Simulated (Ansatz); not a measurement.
Born–Oppenheimer molecular dynamics of CH4AlBOS (9 atoms, charge 0, multiplicity 1). It starts at the highest image of a converged band. Of that band: The profile has 2 maxima (images 1, 4) with wells between them (image 2): this band takes more than one step, which may be the mechanism or a detour left from its start path. Neighbouring images differ by up to 3.3 eV, so the band resolves the path poorly. A vibrational analysis at the climbing image gives one clearly imaginary mode, 2422i cm⁻¹: a first-order saddle point.

Method: Ansatz 0.2.0, UKS B3LYP-D4/STO-3G.

| Quantity | Value |
| --- | --- |
| ensemble | NVE (velocity Verlet) |
| time step | 0.5 fs |
| steps asked | 200 |
| starting velocities drawn for | 300 K |
| seed | 10877 |

First frame:

```xyz
9
Properties=species:S:1:pos:R:3
B -0.813 0.452 0.503
C 0.111 -0.530 1.323
O 0.239 -1.364 2.201
S 1.868 -0.341 0.008
Al 0.205 0.307 -1.287
H -0.629 1.557 0.852
H -1.921 0.064 0.456
H 0.201 0.999 -2.616
H 0.829 -1.189 -1.457
```

Task: How far do the bonds stretch over the last three quarters of this one trajectory? (Pairs bonded in most of those frames.)

Result: 
| bond | mean (Å) | spread (Å) | shortest | longest |
| --- | --- | --- | --- | --- |
| B1–C2 | 1.571 | 0.029 | 1.53 | 1.64 |
| B1–H6 | 1.179 | 0.014 | 1.16 | 1.22 |
| B1–H7 | 1.188 | 0.025 | 1.14 | 1.23 |
| C2–O3 | 1.235 | 0.016 | 1.20 | 1.26 |
| C2–S4 | 2.017 | 0.203 | 1.79 | 2.56 |
| S4–Al5 | 2.197 | 0.030 | 2.13 | 2.24 |
| Al5–H8 | 1.520 | 0.030 | 1.46 | 1.57 |
| Al5–H9 | 1.527 | 0.019 | 1.49 | 1.56 |

Mean temperature of the second half: 2437 K. The conserved energy stayed within 0.16 meV per atom of its start (net change -0.017 meV per atom), so the integration is sound. The system heated up, since it started high on the potential surface and ran downhill. A run of 0.1 ps of so small a system gives no equilibrium averages. The orbitals stay closed-shell, which can raise the energy where a bond breaks towards radicals; this wasn't checked here. Limits of this set-up: minimal basis.

Time of the run: 6.1 min on 1 thread of Intel(R) Xeon(R) 6975P-C (Granite Rapids) (shared host), peak memory 0.16 GiB.
